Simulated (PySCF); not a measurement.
An element was calculated at PBE0 (PySCF 2.14, spin-free X2C, a triple-zeta basis, no spin-orbit coupling), in the ground configurations that NIST lists.

```
electron affinity          : 1.089 eV
first ionisation energy    : 7.991 eV
second ionisation energy   : 20.256 eV
third ionisation energy    : 36.816 eV
polarisability of the atom : 44.4 bohr³
```

**Question.** Which element is it?

**Answer.** Copper (Cu, Z = 29), in x2c-TZVPPall with one added diffuse shell each of s, p, d, f type. NIST lists 7.726, 20.292, 36.841 ± 0.012 eV for these ionisation energies.
